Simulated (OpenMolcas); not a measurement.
**Zr²⁺: CASPT2 settings compared**

```
Program             : OpenMolcas
Basis               : ANO-RCC-VDZ [6s5p3d]
Scalar Hamiltonian  : DKH4, point nucleus
Active space        : 2 electrons in 5 orbitals (4d)
State averaging     : 2S+1 = 3 even, 10 roots; 2S+1 = 1 even, 15 roots kept (CI in the orbitals of an earlier block)
Spin-orbit coupling : state interaction with AMFI integrals over the reference wave functions, term energies averaged over their components
```

Methods on the same reference wave functions:
A. CASSCF
B. SS-CASPT2, IPEA 0.3 Eh, real shift 0.4 Eh (closed shells correlated: none)
C. SS-CASPT2, IPEA 0.2 Eh, imaginary shift 0.4 Eh (closed shells correlated: 4s 4p)

Energies in cm-1 above 4d2 3F2, the measured ground level; measured values from Moore, Atomic Energy Levels, vol. II, NSRDS-NBS 35 (1971 reprint of NBS Circular 467, 1952); NIST levels as listed in Rynkun, Gaigalas and Jonsson, Astron. Astrophys. 637, A10 (2020).

```json
{"Level": "4d2 3F2", "A": "0.0", "B": "0.0", "C": "0.0", "Measured": "0.0"}
{"Level": "4d2 3F3", "A": "699", "B": "706", "C": "712", "Measured": "681"}
{"Level": "4d2 3F4", "A": "1548", "B": "1556", "C": "1561", "Measured": "1486"}
{"Level": "4d2 1D2", "A": "8922", "B": "7810", "C": "7060", "Measured": "5742"}
{"Level": "4d2 3P0", "A": "9987", "B": "9730", "C": "8430", "Measured": "8062"}
{"Level": "4d2 3P1", "A": "10253", "B": "10000", "C": "8720", "Measured": "8326"}
{"Level": "4d2 3P2", "A": "10908", "B": "10580", "C": "9340", "Measured": "8838"}
{"Level": "4d2 1G4", "A": "13569", "B": "13240", "C": "13190", "Measured": "11049"}
{"Level": "4d2 1S0", "A": "32460", "B": "28820", "C": "25480", "Measured": "23979"}
```

Deviations, from unrounded energies. A percentage is the sum of absolute deviations over the sum of measured energies, with the sign that they share, or ± where signs differ.

```csv
Against measurement,Levels,A,B,C
mean absolute deviation (cm-1),8,2500,1800,790
fine structure of the ground term (%),2,+3.7,+4.4,+4.9
other terms of the ground configuration (%),6,+30.5,+21.5,+9.4
```

C lies closest to measurement on these levels and A furthest from it. The largest miss of C in the table is 4d2 1G4, by +2100 cm-1. The ranking rests on the paired levels alone, and a cruder setting can come out closer through cancelling errors.

Between B and C the level of the table that moves most is 4d2 1S0, by 3300 cm-1 (lowest in C, highest in B). Moves below CASPT2's spread within the term are not significant.

From A to B the spin-free energies of the other terms of 4d2 shown, above 3F, scale by factors of 0.85 to 0.97.

The lowest spin-free term lies below A's lowest term by 0.001 hartree in B, 0.110 hartree in C.

Term energies are means over components that CASPT2 splits; among the terms shown or strongly mixed into the levels shown the widest spread is 190 cm-1 (4d2 1G, C). Levels of configurations with an s electron are missing; early in the row they begin among the upper levels of the d shell and mix with terms of their name. Terms from blocks run as CI alone lack orbitals of their own. Without dynamic correlation excited terms often stand tens of per cent too high (terms of higher spin than the ground term too low), and those without a measured partner can miss by more than the paired ones (holds for A). Some levels mix across a computed gap that differs much from the measured one, so their mixing is not that of the real levels (holds for A; C). Some terms miss by over 15 % even with CASPT2, which points to a basis or an active space too small for the shells correlated (holds for B; C). Computed and measured levels are paired by configuration, term and J; levels that our copy of the source lacks, or whose pairing is in doubt (as where it misses far off the trend of its configuration), stay unpaired and out of the deviations. Levels of configurations outside the active space are missing.
